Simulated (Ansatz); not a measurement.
This geometry of CH₅AlClO (9 atoms, charge 1, multiplicity 1) is a first-order saddle point.

All numbers below come from Ansatz, RKS BHLYP-D4/def2-SVP.

```xyz
9
Properties=species:S:1:pos:R:3
O 1.192 0.685 -0.473
C -0.167 0.055 -0.630
Al -0.876 -0.669 1.109
Cl -2.729 -1.542 0.953
H 1.665 1.078 -1.218
H 1.650 0.726 0.375
H -0.791 0.847 -1.046
H -0.026 -0.719 -1.386
H 0.082 -0.460 2.317
```

(1) Which two structures does it join? (They come from a converged band through this point; their orientation in space is the band's.)

(2) How far does it lie above each of them?

Answers

(1) No bond is made or broken. The height of O1 over the plane of its neighbours goes from 0.25 to -0.25 Å. The two ends are copies of one structure, up to a mirror image or an exchange of like atoms.

First end point:

```xyz
9
Properties=species:S:1:pos:R:3
O 1.276 0.545 -0.479
C -0.169 0.101 -0.591
Al -0.839 -0.752 1.108
Cl -2.670 -1.657 0.864
H 1.664 0.971 -1.258
H 1.534 1.011 0.328
H -0.731 0.981 -0.912
H -0.141 -0.613 -1.415
H 0.075 -0.588 2.354
```

Last end point:

```xyz
9
Properties=species:S:1:pos:R:3
O 1.137 0.829 -0.418
C -0.133 0.027 -0.609
Al -0.909 -0.606 1.140
Cl -2.790 -1.410 0.922
H 1.581 1.146 -1.218
H 1.783 0.493 0.220
H -0.795 0.734 -1.110
H 0.118 -0.773 -1.310
H 0.008 -0.441 2.384
```

(2) 0.8 kcal/mol above the first and 0.8 kcal/mol above the second. This is the barrier of this one path; another mechanism may lie lower. Limits of this set-up: the dipole of an ion depends on the origin.

The run took 96 s on 1 thread of AMD EPYC 7R43 64-Core Processor (Zen 3), on a shared host, peak memory 0.18 GiB.
